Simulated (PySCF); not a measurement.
Radial density of N²⁺ (nitrogen, charge +2)

r2SCAN0, [He] 2s2 2p1, 2P determinant. All numbers are calculated (PySCF 2.14, scalar relativity by spin-free X2C-1e, in aug-cc-pCVTZ-DK (7s6p4d2f, 59 functions)).

| r (bohr) | 4πr²ρ (e/bohr) | 4πr²(ρα − ρβ) |
| --- | --- | --- |
| 0.00424 | 0.04635 | 0.0000 |
| 0.00713 | 0.1255 | 0.0000 |
| 0.0120 | 0.3266 | 0.0001 |
| 0.0202 | 0.8184 | 0.0001 |
| 0.0339 | 1.900 | 0.0004 |
| 0.0571 | 3.889 | 0.0017 |
| 0.0960 | 6.403 | 0.0081 |
| 0.161 | 7.381 | 0.0409 |
| 0.272 | 4.803 | 0.1644 |
| 0.457 | 1.977 | 0.4967 |
| 0.768 | 2.497 | 0.8442 |
| 1.29 | 2.023 | 0.5880 |
| 2.17 | 0.3383 | 0.1051 |
| 3.66 | 0.005571 | 0.0019 |

Densities and radii are taken from the X2C orbitals without a picture-change correction, which distorts them close to the nucleus.
